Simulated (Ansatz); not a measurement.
One change: `N[SiH](F)[SiH2][SiH3]` becomes `N[SiH](F)CF`.

Ansatz, PBE0-D4/def2-TZVP geometries, multiplicity 1. Each molecule was computed in one conformer, which needn't be the lowest.

```
                                      property  `N[SiH](F)[SiH2][SiH3]`
           HOMO energy (B3LYP/def2-TZVPP) / eV                    -7.71
            LUMO energy (PBE0/def2-TZVPP) / eV                    -0.24
           HOMO–LUMO gap (PBE/def2-TZVPP) / eV                     5.61
         LUMO energy (ωB97M-V/def2-TZVPP) / eV                     1.46
size of the dipole moment (PBE/def2-TZVPP) / D                     1.85
       HOMO–LUMO gap (ωB97M-V/def2-TZVPP) / eV                    11.37
```

**Question.** Give the same properties after the change, and the shifts. (An estimate is asked.)

**Answer.** Computed: 
| property | `N[SiH](F)CF` | shift |
| --- | --- | --- |
| HOMO energy (B3LYP/def2-TZVPP) / eV | -7.88 | -0.17 |
| LUMO energy (PBE0/def2-TZVPP) / eV | 0.35 | 0.59 |
| HOMO–LUMO gap (PBE/def2-TZVPP) / eV | 6.07 | 0.46 |
| LUMO energy (ωB97M-V/def2-TZVPP) / eV | 1.96 | 0.50 |
| size of the dipole moment (PBE/def2-TZVPP) / D | 1.58 | -0.27 |
| HOMO–LUMO gap (ωB97M-V/def2-TZVPP) / eV | 12.55 | 1.18 |

With PBE0 the HOMO falls by 0.23 eV and the LUMO rises by 0.59 eV, so the gap widens by about 0.82 eV. PBE moves the HOMO by 0.03 eV and ωB97M-V by -0.67 eV. Dipoles are sizes alone; their direction can turn.

B3LYP here is the variant with VWN-RPA as its local correlation; programs differ in this.
